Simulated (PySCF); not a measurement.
**Bond length, frequency and bond energy of BeAs⁻ by level of theory**

State: ³Π (triplet), unpaired electrons σ ↑, π ↑. Set-up: Be aug-pcseg-1, As aug-pcseg-1; no relativity (PySCF 2.14). De refers to Be + As⁻ in their high-spin ground configurations, without counterpoise correction. The functionals are run spin-unrestricted. A positive dipole points towards As; it is taken about the centre of mass and depends on that origin.

| Level | Re (Å) | ωe (cm⁻¹) | De (eV) | μ (D) | CPU s a point (SCF and correlation, without the integrals) |
| --- | --- | --- | --- | --- | --- |
| UHF-MP2 | 2.096 | 617 | n/a | n/a | 0.26 |
| UHF-SCS-MP2 | 2.103 | 604 | n/a | n/a | n/a |
| UHF-CCSD | 2.107 | 588 | n/a | n/a | n/a |
| UHF-CCSD(T) | 2.115 | 581 | n/a | n/a | 7.6 |
| PBE | 2.085 | 603 | 2.45 | 3.30 | 0.66 |
| revPBE | 2.096 | 593 | 2.28 | 3.31 | 0.48 |
| r²SCAN | 2.076 | 620 | 2.52 | 2.92 | 0.99 |
| M06-L | 2.069 | 624 | 2.50 | 3.28 | 1 |
| PBE0 | 2.071 | 624 | 2.36 | 2.92 | 1 |
| r²SCAN0 | 2.067 | 630 | 2.41 | 2.66 | 1.1 |
| LC-ωPBE | 2.044 | 658 | 2.24 | 2.41 | 1 |

The bond length runs from 2.044 Å (LC-ωPBE) to 2.115 Å (UHF-CCSD(T)). De spans 2.24 eV (LC-ωPBE, range-separated hybrid) to 2.52 eV (r²SCAN, meta-GGA).

Correlated steps freeze 9 core orbitals. Spin–orbit coupling is left out. For an ion De counts to the pair picked by the measured ionisation energies or electron affinities, which need not be the lowest pair at this level. The highest Kohn–Sham level is positive in this anion. Much of that is self-interaction error, but it also means that the finite basis helps to hold the extra electron. The state was picked by a PBE0 search and need not be the measured ground state.

The whole job (state search and all levels along the bond) took about 3.1 min on 1 thread of Arm Neoverse V1 (shared host), peak memory 0.6 GiB.
